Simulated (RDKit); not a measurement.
Input file for RDKit: UFF on GeH6S (a complex), monomers drawn apart or pushed together.

```python
from rdkit import Chem
from rdkit.Chem import AllChem, rdDetermineBonds

blocks = [
'''3

S     0.26693065    1.87326823    0.68986305
H    -1.06393121    1.85931235    0.86539823
H     0.24615322    0.72600221   -0.00715752
''',
'''5

Ge   -0.33209410   -1.74286797    4.67139222
H    -1.10431676   -0.46657932    5.03205399
H     1.17049336   -1.44611510    4.59796292
H    -0.82371575   -2.27418112    3.31618623
H    -0.59165579   -2.81220422    5.74735447
''',
]
mol = None
for b in blocks:
    f = Chem.MolFromXYZBlock(b)
    rdDetermineBonds.DetermineBonds(f, charge=0)
    mol = f if mol is None else Chem.CombineMols(mol, f)
Chem.SanitizeMol(mol)
print(Chem.MolToSmiles(Chem.RemoveHs(mol)))
ff = AllChem.UFFGetMoleculeForceField(mol, vdwThresh=100.0, ignoreInterfragInteractions=False)
e = ff.CalcEnergy()
print(f'UFF energy {e:.6f} kcal/mol')
```

Program output:

```
S.[GeH4]
UFF energy 1.839044 kcal/mol
```

The run finished.

Cost: very roughly 0.04 core-seconds.
